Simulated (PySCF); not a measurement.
# Frontier levels across methods

Compound: FH6NSi2.
Z-matrix (Å and degrees, PBE0-D3(BJ)/def2-SVP geometry), rows numbered from 1:
```
N 
Si  1  1.7391
Si  2  2.3447  1  104.82
F   3  1.6341  2  111.43  1   173.07
H   1  1.0146  2  118.84  3   157.58
H   1  1.0143  2  119.43  3   -62.64
H   2  1.5037  1  116.62  3   122.12
H   2  1.4946  1  107.21  3  -117.80
H   3  1.4962  2  110.56  1    53.48
H   3  1.4933  2  110.76  1   -66.95
```

Basis pcSseg-2 throughout (PySCF), one geometry. One conformer (not necessarily the lowest) at the PBE0-D3(BJ)/def2-SVP geometry, without solvent, vibrations or thermal averaging.

Problem. How do the orbital energies, the gap and the dipole change with the method?

Solution. 
| method | kind | HOMO (eV) | LUMO (eV) | gap (eV) | μ (D) | SCF cycles |
| --- | --- | --- | --- | --- | --- | --- |
| BLYP | GGA | -6.08 | -1.57 | 4.51 | 2.71 | 14 |
| OPBE | GGA | -6.14 | -1.51 | 4.63 | 2.70 | 15 |
| PBE | GGA | -6.18 | -1.71 | 4.48 | 2.72 | 14 |
| B97-D | GGA | -6.18 | -1.52 | 4.67 | 2.69 | 14 |
| KT2 | GGA | -6.26 | -1.84 | 4.43 | 2.68 | 15 |
| KT3 | GGA | -6.28 | -1.74 | 4.54 | 2.67 | 15 |
| LDA | LDA | -6.29 | -1.92 | 4.36 | 2.80 | 13 |
| BP86 | GGA | -6.29 | -1.71 | 4.58 | 2.71 | 13 |
| B97-2 | global hybrid | -7.26 | -0.84 | 6.42 | 2.75 | 14 |
| B3LYP | global hybrid | -7.30 | -1.08 | 6.22 | 2.76 | 13 |
| PBE0 | global hybrid | -7.51 | -0.87 | 6.63 | 2.77 | 13 |
| mPW1PW91 | global hybrid | -7.54 | -0.86 | 6.68 | 2.77 | 13 |
| BHandHLYP | global hybrid | -8.74 | -0.05 | 8.69 | 2.81 | 11 |
| CAM-B3LYP | range-separated hybrid | -8.88 | 0.08 | 8.96 | 2.78 | 13 |
| wB97X-D | range-separated hybrid | -9.37 | 0.90 | 10.27 | 2.78 | 14 |
| LC-wPBE | range-separated hybrid | -10.20 | 1.24 | 11.43 | 2.78 | 14 |
| HF | Hartree–Fock | -10.60 | 1.98 | 12.58 | 2.85 | 10 |

The HOMO spans 4.53 eV, from BLYP down to HF, and the gap runs from 4.36 eV (LDA) to 12.58 eV (HF). Over the methods BLYP (0 %), OPBE (0 %), PBE (0 %), B97-D (0 %), KT2 (0 %), KT3 (0 %), LDA (0 %), BP86 (0 %), B97-2 (21 %), B3LYP (20 %), PBE0 (25 %), mPW1PW91 (25 %), BHandHLYP (50 %), HF (100 %), a straight line through the gap against the share of exact exchange rises by 0.81 eV for each 10 % (correlation coefficient 0.999). The dipole ranges from 2.67 D (KT3) to 2.85 D (HF). This basis has no diffuse functions.
